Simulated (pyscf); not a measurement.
PySCF, gas phase, ωB97X-D3(BJ)/def2-SVP geometries.

Question: What is the homolytic dissociation enthalpy (298 K, ωB97M-D3(BJ)/def2-TZVP) of the Ge–Si bond of H₃Si–GeH₂–SiH(SiH₃)–SiH₃, to H₃Si–GeH₂• + H₃Si–SiH•–SiH₃?

Answer: Ge–Si to H₃Si–GeH₂• + H₃Si–SiH•–SiH₃: 284.0 kJ/mol. The 7 functionals that were run give +264.8 (M06-2X) to +310.2 kJ/mol (ωB97X-D3(BJ)). Other isomers of H₃Si–GeH₂•, H₃Si–SiH•–SiH₃ were not searched in full and may lie lower. Elements up to Kr have no core potential and no relativistic terms here.
